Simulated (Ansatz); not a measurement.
A nudged elastic band was laid between two geometries of Cl2GaH4N (8 atoms, charge 0, multiplicity 1).

These are results of RKS r2SCAN/def2-SVP in Ansatz, not measurements.

```yaml
movable_images: 9
climbing_image: yes
spring: 5.0 eV/Å²
optimiser: quadratic models (default)
start_path: through a guess of the saddle point
force_threshold: 0.03 eV/Å
iteration_limit: 60
end_points: relaxed
```

First end point:

```xyz
8
Properties=species:S:1:pos:R:3
Ga 0.005 0.000 0.257
H -0.170 0.939 1.479
Cl 1.944 -0.074 -0.759
Cl -1.680 -0.292 -1.108
N 0.057 -1.976 0.964
H -0.696 -2.488 0.497
H 0.949 -2.381 0.667
H -0.039 -2.107 1.973
```

Last end point:

```xyz
8
Properties=species:S:1:pos:R:3
Ga 0.107 -0.794 -0.292
H -0.207 0.587 2.081
Cl 1.915 0.309 -0.576
Cl -1.733 0.080 -0.936
N 0.137 -2.429 0.449
H -0.669 -3.044 0.405
H 1.005 -2.939 0.569
H -0.185 -0.148 2.272
```

What changes between the two ends?

Bonds broken: Ga1–H2, N5–H8. Bonds formed: H2–H8. Cl2GaH4N becomes Cl2GaH2N + H2.

What energy profile does the band end with?

The run converged. The highest image is number 6 of 0 to 10, 190.8 kJ/mol above the first end and 72.2 kJ/mol above the last; the last end lies 118.7 kJ/mol above the first. A vibrational analysis at the climbing image gives one clearly imaginary mode, 1146i cm⁻¹: a first-order saddle point. The orbitals stay closed-shell, which can raise the energy where a bond breaks towards radicals; this wasn't checked here.

```
image  path coordinate (Å)  energy (kJ/mol)  Ga1–H2 (Å)  N5–H8 (Å)  H2–H8 (Å)
    0                 0.00              0.0        1.55       1.02       3.09
    1                 0.33              3.1        1.55       1.02       2.77
    2                 0.65             12.7        1.56       1.02       2.43
    3                 0.98             31.1        1.56       1.02       2.07
    4                 1.30             66.2        1.60       1.04       1.68
    5                 1.63            140.9        1.70       1.18       1.30
    6                 1.95            190.8        1.84       1.47       0.98
    7                 2.34            159.0        2.09       1.84       0.81
    8                 2.73            130.7        2.38       2.21       0.77
    9                 3.11            120.6        2.63       2.58       0.76
   10                 3.50            118.7        2.76       2.94       0.76
```

What is the geometry of the highest image?


```xyz
8
Properties=species:S:1:pos:R:3
Ga 0.059 -0.410 -0.063
H -0.156 0.056 1.701
Cl 1.966 0.320 -0.724
Cl -1.744 0.079 -1.117
N 0.081 -2.109 0.860
H -0.700 -2.752 0.720
H 0.952 -2.642 0.882
H -0.088 -0.921 1.710
```

What are the harmonic wavenumbers there?

1146i, 121, 122, 180, 236, 386, 447, 474, 602, 687, 761, 882, 1383, 1485, 1713, 1948, 3501, 3612 cm⁻¹.

Time of the run: 4 min on 4 threads of Arm Neoverse V2 (shared host), peak memory 0.18 GiB.
